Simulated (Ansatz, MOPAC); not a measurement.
System: SnH (charge 0, doublet). SMILES: [SnH]
Geometry from a B3LYP-D3(BJ)/def2-TZVP (Ansatz, a quantum-chemistry and plane-wave program) optimisation:
```xyz
2

Sn     0.0000     0.0000    -0.0350
H      0.0000     0.0000     1.7513
```
Charge 0, spin multiplicity 2.

Wanted: vertical ionisation energy to the singlet, in eV. Conventions: each state is the SCF solution reached for its charge and spin; LANL2DZ with its own core potentials from Na on; 6-31G* and kin with 6d, 5d where marked; def2 sets with scalar-relativistic core potentials past Kr; no spin-orbit coupling; PM7 with its own dispersion and hydrogen-bond terms; UHF or UKS for open shells. Ab initio and DFT rows: single points at B3LYP-D3(BJ) geometries (Ansatz). Semi-empirical rows: differences of heats of formation at the shared geometry for vertical values.

```
species            coefficient  E at B3LYP/6-31G* with LANL2DZ past Ar (Ansatz), Eh  E at wB97M-V/def2-TZVPD (Ansatz), Eh  heat of formation at PM7 (MOPAC), kcal/mol
-----------------  -----------  ---------------------------------------------------  ------------------------------------  ------------------------------------------
charge 1, singlet           +1                                             -3.65023                            -214.53725                                      219.48
charge 0, doublet           -1                                             -3.91877                            -214.79971                                       63.67
```

 1 Eh = 27.2114 eV and 1 eV = 23.0605 kcal/mol.

Q: Work the quantity out at each level.

A: 
- B3LYP/6-31G* with LANL2DZ past Ar: the sum of coefficient times E is 0.26854 Eh, or 7.307 eV. Result: 7.31 eV.
- wB97M-V/def2-TZVPD: the sum of coefficient times E is 0.26246 Eh, or 7.142 eV. Result: 7.14 eV.
- PM7: the sum of coefficient times heat of formation is 155.81 kcal/mol, or 6.76 eV.
